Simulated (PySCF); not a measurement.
**ORD: SMILES C(C)=C=C=C=C(C)F, C7H7F**

Geometry (Å), atoms numbered from 1 in this order:
```xyz
15

C    -3.4772    0.8490   -0.3107
C    -2.5717   -0.3391   -0.3840
C    -1.3063   -0.3587   -0.0122
C    -0.0762   -0.3731    0.3506
C     1.1541   -0.3937    0.7080
C     2.4316   -0.4148    1.0411
C     3.5888   -0.1152    0.1603
F     2.7965   -0.7302    2.2935
H    -4.3571    0.6255    0.3154
H    -3.8591    1.1076   -1.3124
H    -2.9633    1.7251    0.1062
H    -3.0040   -1.2695   -0.7809
H     4.2598   -0.9881    0.1065
H     3.2563    0.1453   -0.8517
H     4.1725    0.7228    0.5757
```

Computed with PySCF 2.14.0, TDDFT CAM-B3LYP/aug-cc-pVDZ circular dichroism and optical rotation, one conformer, gas phase. Geometry: PBE0-D3(BJ)/def2-SVP.

No stereocentre is labelled: unless the shape is locked (an allene, a helicene, a hindered biaryl), the mirror image is equally populated and a measured rotation or CD is zero.

(1) What is the specific rotation at 633, 589.3, 546, 436 nm?

Answers

(1) [α] in deg dm⁻¹ (g/mL)⁻¹:
| λ (nm) | origin-invariant length gauge | modified velocity gauge | length gauge (centre of mass) | isotropic polarisability (au) |
| --- | --- | --- | --- | --- |
| 633 | -103.0 | -103.3 | -103.7 | 123.1 |
| 589.3 | -123.3 | -123.7 | -124.2 | 124.5 |
| 546 | -150.8 | -151.2 | -151.8 | 126.2 |
| 436 | -309.6 | -311.4 | -311.7 | 134.1 |

The shortest wavelength is close to the first absorption, where this undamped response comes out too large.

**Question.** And for the mirror image at 589.3 nm?

**Answer.** +123.3 deg dm⁻¹ (g/mL)⁻¹ (origin-invariant length gauge): the same size and the opposite sign.

**Question.** What is the molar rotation [Φ] = [α]·M/100 of the geometry above at 589.3 nm?

**Answer.** With M = 110.13 g/mol, -135.8 deg cm² dmol⁻¹ (origin-invariant length gauge).

The first excitation lies at 3.32 eV (373 nm) with R = -0.4 × 10⁻⁴⁰ esu² cm² (velocity form).
